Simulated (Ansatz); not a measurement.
`F[Si](F)(F)I` and `F[Si](F)(F)S` differ in one atom or group.

Ansatz, PBE0-D4/def2-TZVP geometries, multiplicity 1. Each molecule was computed in one conformer, which needn't be the lowest.

Elements past krypton have def2 core potentials.

```json
{"property": "HOMO energy (ωB97M-V/def2-TZVPP) / eV", "`F[Si](F)(F)I`": "-10.75"}
{"property": "HOMO energy (PBE/def2-TZVPP) / eV", "`F[Si](F)(F)I`": "-7.40"}
{"property": "zero-point energy (PBE0-D4/def2-TZVP) / kJ/mol", "`F[Si](F)(F)I`": "27.3"}
{"property": "LUMO energy (ωB97M-V/def2-TZVPP) / eV", "`F[Si](F)(F)I`": "1.22"}
{"property": "HOMO–LUMO gap (PBE0/def2-TZVPP) / eV", "`F[Si](F)(F)I`": "7.87"}
{"property": "size of the dipole moment (ωB97M-V/def2-TZVPP) / D", "`F[Si](F)(F)I`": "1.14"}
```

(1) Give the same properties after the change, and the shifts. (Best estimate.)

Answers

(1) Ansatz gave: 
| property | `F[Si](F)(F)S` | shift |
| --- | --- | --- |
| HOMO energy (ωB97M-V/def2-TZVPP) / eV | -10.77 | -0.02 |
| HOMO energy (PBE/def2-TZVPP) / eV | -7.22 | 0.18 |
| zero-point energy (PBE0-D4/def2-TZVP) / kJ/mol | 50.4 | 23.1 |
| LUMO energy (ωB97M-V/def2-TZVPP) / eV | 1.74 | 0.52 |
| HOMO–LUMO gap (PBE0/def2-TZVPP) / eV | 8.42 | 0.55 |
| size of the dipole moment (ωB97M-V/def2-TZVPP) / D | 1.54 | 0.40 |

With PBE0 the HOMO rises by 0.06 eV and the LUMO rises by 0.60 eV, so the gap widens by about 0.54 eV. PBE moves the HOMO by 0.18 eV and ωB97M-V by -0.02 eV. The zero-point energy changes by 23.1 kJ/mol with +3 modes. Dipoles are sizes alone; their direction can turn.

Spin–orbit coupling is left out; it splits and shifts lone-pair levels of the heavy atoms by tenths of an eV.
